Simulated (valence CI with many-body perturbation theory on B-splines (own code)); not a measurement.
# Pb⁶⁰⁺: calculated level list

Level of theory: configuration interaction combined with many-body perturbation theory (CI+MBPT): four valence electrons over a frozen Dirac-Fock core [Ar], a basis of 9 s, 9 p, 10 d, 8 f, 5 g, 3 h, 1 i functions for each j, with the one-electron correlation potential Σ1 (screened to all orders), the two-electron term Σ2, the three-electron term Σ3, Breit, model QED; selected single and double excitations, second order for the rest (own B-spline code, finite nucleus).

The last digits are not significant, and no measured levels were compared; by estimate large intervals hold to a few tenths of a per cent, small ones and those within an open d or f shell to about a per cent. The list stops below the first excitations out of the core. Only levels of the ground parity were solved; by the run's estimate the other parity begins above the list, which can be wrong where configurations are misplaced.

Levels 1 to 17 of 17, with energies above the lowest level, (3d3/2^4) J=0. "Leading %" is the weight of the configuration and term that name the level; weights of strongly mixed levels are sums over their largest components and can fall short. In the jj column 3d3/2^4 stands for four electrons in 3d with j = 3/2.

```csv
No.,Configuration,Term,J,E (eV),Leading %,Leading jj,Second component,g
1,3d4,3P,0,0.00,61,3d3/2^4 (100 %),23 % 3d4 5D,
2,3d4,5D,1,108.51,54,3d3/2^3 3d5/2 (100 %),46 % 3d4 3P,1.487
3,3d4,3F,4,121.51,28,3d3/2^3 3d5/2 (99 %),26 % 3d4 1G,1.049
4,3d4,5D,2,126.37,27,3d3/2^3 3d5/2 (98 %),20 % 3d4 1D,1.172
5,3d4,3F,3,129.92,32,3d3/2^3 3d5/2 (98 %),20 % 3d4 3G,1.092
6,3d4,5D,2,226.56,58,3d3/2^2 3d5/2^2 (98 %),13 % 3d4 3P,1.314
7,3d4,5D,0,226.83,68,3d3/2^2 3d5/2^2 (99 %),24 % 3d4 1S,
8,3d4,3H,4,229.70,40,3d3/2^2 3d5/2^2 (99 %),33 % 3d4 5D,1.129
9,3d4,5D,3,232.28,48,3d3/2^2 3d5/2^2 (98 %),28 % 3d4 3G,1.184
10,3d4,3H,5,235.61,66,3d3/2^2 3d5/2^2 (100 %),34 % 3d4 3G,1.076
11,3d4,1I,6,238.52,55,3d3/2^2 3d5/2^2 (100 %),45 % 3d4 3H,1.059
12,3d4,3D,1,242.85,45,3d3/2^2 3d5/2^2 (98 %),38 % 3d4 3P,1.034
13,3d4,3F,3,245.24,45,3d3/2^2 3d5/2^2 (99 %),22 % 3d4 3G,1.042
14,3d4,3G,4,245.97,52,3d3/2^2 3d5/2^2 (99 %),41 % 3d4 1G,1.024
15,3d4,3F,2,248.53,34,3d3/2^2 3d5/2^2 (99 %),29 % 3d4 3P,1.065
16,3d4,3F,2,263.21,54,3d3/2^2 3d5/2^2 (99 %),27 % 3d4 3P,0.953
17,3d4,3F,4,269.24,65,3d3/2^2 3d5/2^2 (99 %),30 % 3d4 1G,1.166
```

The ionisation energy to 3d3 2D_3/2 of the next ion comes out as 6442.9 eV (NIST: 6442 ± 10 eV (theoretical)). All 17 levels together are meant to be complete up to 276.89 eV.
